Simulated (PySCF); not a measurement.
Computed structure and properties of Lu(NH2)3

System: Lu(NH2)3 (singlet in the valence; each metal's 4f electrons, 14 of them, lie in its core potential, out of spins and levels); start: displaced along the imaginary mode (C1). Method: PySCF 2.14.0, RKS PBE0, Lu lcecp-1-SVP with ECP60, N def2-SVP, H def2-SVP; non-relativistic Hamiltonian with scalar-relativistic core potentials where named; density fitting; no spin-orbit coupling.

Input of the relaxation:

```python
mol = gto.M(atom='''
Lu     0.00000     0.00000    -0.00000
N      2.14908    -0.00002     0.00520
H      2.78053     0.24992     0.80583
H      2.77018    -0.24997    -0.80388
N     -1.07452     1.86116     0.00929
H     -1.21300     2.51503     0.80660
H     -1.56231     2.29205    -0.80311
N     -1.07455    -1.86114    -0.01449
H     -1.41769    -2.36957     0.80213
H     -1.35771    -2.43746    -0.80758''',
    basis={'Lu': 'lcecp-1-SVP', 'N': 'def2-SVP', 'H': 'def2-SVP'},
    ecp={'Lu': 'lcecp-1-SVP'},
    charge=0, spin=0)
mf = dft.RKS(mol, xc='PBE0')
mf.grids.atom_grid = (50, 194)  # f atoms: unpruned, at least (60, 302)
mf = mf.density_fit()  # fitting sets: Lu AutoAux, N def2-universal-JKFIT, H def2-universal-JKFIT
mf.conv_tol = 1e-08; mf.max_cycle = 55
mf.kernel(dm0)  # dm0: converged density of the start geometry
# quasi-Newton relaxation in Cartesian coordinates to a largest gradient under 0.00045 Eh/bohr, steps kept in the point group
```

Run from Python with OMP_NUM_THREADS=2; the lines above give its settings. Where DIIS fails, smearing, a level shift and second-order steps follow.
It took 4 min on 2 threads of Arm Neoverse V1 (shared host), from the converged density of the start.

Course of the relaxation:

```tsv
step	energy above end (eV)	largest force component within the symmetry (eV/Å)
0	0.8414	1.141
1	0.7214	0.151
2	0.6006	0.603
3	0.5594	0.736
4	0.4999	0.770
5	0.4296	1.234
6	0.3665	1.682
7	0.3124	1.160
39	0.0015	0.057
40	0.0011	0.069
41	0.0005	0.045
42	0.0002	0.034
43	0.0000	0.028
44	0.0000	0.021
```
(The steps between are left out.)

Relaxed geometry (C1, nearly D3h):

```xyz
10

Lu   -0.0091    0.0084   -0.0365
N     2.1157   -0.0059   -0.0217
H     2.7381    0.7973    0.0692
H     2.7307   -0.8167   -0.0908
N    -1.0587    1.8386    0.2196
H    -0.6584    2.7659    0.3633
H    -2.0696    1.9753    0.2401
N    -1.0654   -1.8264   -0.2211
H    -2.0731   -1.9840   -0.1984
H    -0.6501   -2.7525   -0.3236
```

```json
{"contact": "Lu1–N2 (NH2)", "Å": "2.125"}
{"contact": "Lu1–N5 (NH2)", "Å": "2.125"}
{"contact": "Lu1–N8 (NH2)", "Å": "2.125"}
```

On the finer grid (75, 302):

The HOMO is -6.19 eV, the LUMO is -1.06 eV and the dipole about the centre of mass is 0.07 D. The set of Mulliken populations of Lu1 outside the core potential is s 2.31, p 6.42, d 1.36, f 0.05. The D3(BJ) dispersion energy (not in the energies) is -0.141 eV.

```tsv
atom	Mulliken (e)	Löwdin (e)	spin (e)
Lu1	0.85	0.46	0.00
N2	-0.53	-0.30	0.00
H3	0.13	0.07	0.00
H4	0.13	0.07	0.00
N5	-0.53	-0.30	0.00
H6	0.13	0.07	0.00
H7	0.12	0.07	0.00
N8	-0.53	-0.30	0.00
H9	0.12	0.07	0.00
H10	0.13	0.07	0.00
```

The 4f levels lie in the core potential and are missing.

No frequency check is given for this geometry.

Taking off one NH2 (charge -1, singlet; the rest: singlet) in vacuum, both parts rigid, costs 11.03 eV; the small basis without counterpoise inflates it. Most of it is the attraction of opposite charges; other ways to part are cheaper, and one spin state was tried for the rest.

Rigid scan of NH2 along the line from its metal:

distance to N2 (Å), energy (eV) and a bar:
```
     1.82      1.122 ########
     1.92      0.431 ###
     2.02      0.093 #
     2.12      0.000 
     2.22      0.072 #
     2.32      0.253 ##
     2.52      0.800 ######
     2.82      1.775 #############
     3.22      3.008 #####################
     3.72      4.247 ##############################
```

One start shape was tried, so this needn't be the lowest isomer.

An lcecp potential fixes the number of 4f electrons, so in runs with it no electron can move into or out of that shell.
